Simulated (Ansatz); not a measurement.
Geometry optimisation, RKS PBE0/def2-SVP in Ansatz.

input.yaml

```yaml
crystal:
  periodic: [false, false, false]
  atoms:
    - { symbol: Sn, position_ang: [0.146574, -0.076581, -0.032704] }
    - { symbol: H, position_ang: [-0.064228, 0.049236, 1.677496] }
    - { symbol: O, position_ang: [2.077811, -0.255364, -0.340855] }
    - { symbol: H, position_ang: [2.291604, -0.553114, -1.232235] }
    - { symbol: Cl, position_ang: [-0.618033, 1.81458, -1.165216] }
    - { symbol: Cl, position_ang: [-0.885876, -1.950308, -0.961099] }
    - { symbol: Cl, position_ang: [-3.001466, 0.038177, 1.736024] }
    - { symbol: H, position_ang: [-1.811185, -0.018725, 2.32769] }
basis:
  gaussian: { orbitals: def2-SVP }
hamiltonian:
  xc: pbe0
relax:
  f_tol: 0.03
  max_steps: 50
```

Run as:

```bash
$ ansatz run input.yaml --threads 2 --pin off --max-ram 3072MiB --backend cpu --events-out ev --progress --plain --runs-dir out
```

Problem. Where does it end, and by what steps?

Solution. The forces met the threshold. After 33 steps the energy has fallen by 0.271 eV; H8 moved furthest, 1.38 Å.

| step | energy less start (eV) | largest force component (eV/Å) | accepted |
| --- | --- | --- | --- |
| 0 | 0.0000 | 1.228 | yes |
| 2 | -0.0805 | 0.903 | yes |
| 4 | -0.1336 | 0.166 | yes |
| 6 | -0.1426 | 0.213 | yes |
| 8 | -0.1371 | 0.756 | no |
| 10 | -0.1464 | 0.219 | yes |
| 12 | -0.1498 | 0.073 | yes |
| 14 | -0.1514 | 0.494 | no |
| 16 | -0.1563 | 0.171 | yes |
| 18 | -0.1592 | 0.398 | no |
| 20 | -0.1641 | 0.132 | yes |
| 22 | -0.1743 | 0.063 | yes |
| 24 | -0.1719 | 1.219 | no |
| 26 | -0.1978 | 0.292 | yes |
| 28 | -0.2226 | 0.388 | yes |
| 30 | -0.2341 | 1.010 | yes |
| 32 | -0.2617 | 0.230 | yes |
| 33 | -0.2711 | 0.019 | yes |

```xyz
8
Properties=species:S:1:pos:R:3
Sn 0.356 0.074 0.136
H 0.594 0.471 1.761
O 2.089 -0.429 -0.632
H 2.044 -0.663 -1.567
Cl -0.553 1.773 -1.180
Cl -1.073 -1.786 -0.145
Cl -2.723 0.319 2.206
H -2.598 -0.711 1.431
```

Whether the end is a true minimum wasn't checked by a vibrational analysis.

The run took 2.2 min on 2 threads of Arm Neoverse V1, with other jobs on the host, peak memory 0.29 GiB.
